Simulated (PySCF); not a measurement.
Structure with atom numbers: `[CH3:1][C:2]1=[CH:3]/[CH:4]=[CH:5]\[CH:6]=[CH:7]/[CH:8]=[C:9]\1[CH3:10]`; H(Xn) means a hydrogen on atom n.

[PySCF: GIAO PBE0/pcSseg-1 shieldings; coordinates at the GFN2-xTB level; no solvent model; averaged over atoms made equivalent by symmetry, fast rotation or ring inversion; non-relativistic; one computed conformer]

Chemical shifts δ = σref − σ; TMS for $^{13}$C, $^{1}$H, all at this level.

| atoms | nucleus | count | Hirshfeld charge | δ (ppm) |
| --- | --- | --- | --- | --- |
| C3/C8 | $^{13}$C | 2 | -0.06 | 133.7 |
| H(C3)/H(C8) | $^{1}$H | 2 | 0.04 | ? |
| C2/C9 | $^{13}$C | 2 | 0.01 | 152.6 |
| H(C1)/H(C10) | $^{1}$H | 6 | 0.04 | 1.95 |
| C1/C10 | $^{13}$C | 2 | -0.12 | 25.2 |
| H(C4)/H(C7) | $^{1}$H | 2 | 0.04 | ? |
| C4/C7 | $^{13}$C | 2 | -0.05 | 140.9 |
| C5/C6 | $^{13}$C | 2 | -0.05 | ? |
| H(C5)/H(C6) | $^{1}$H | 2 | 0.04 | 6.09 |

**Question.** Complete the table.

**Answer.** 
- C5/C6: 139.1 ppm, alkene CH; as expected for a trigonal carbon in a double bond
- H(C4)/H(C7): 6.19 ppm, hydrogen on an alkene CH; attached to an sp2 carbon and in the plane of the double bond
- H(C3)/H(C8): 5.92 ppm, hydrogen on an alkene CH; attached to an sp2 carbon and in the plane of the double bond

Shifts are as computed. Against solution values, carbons near 30 ppm lie about +3 ppm off and those near 130 ppm about +5 ppm. Of 1211 compounds with measured shifts, 218 miss one by over three times the rms of a fit or turn the order of signals round; such compounds aren't used in these exercises.
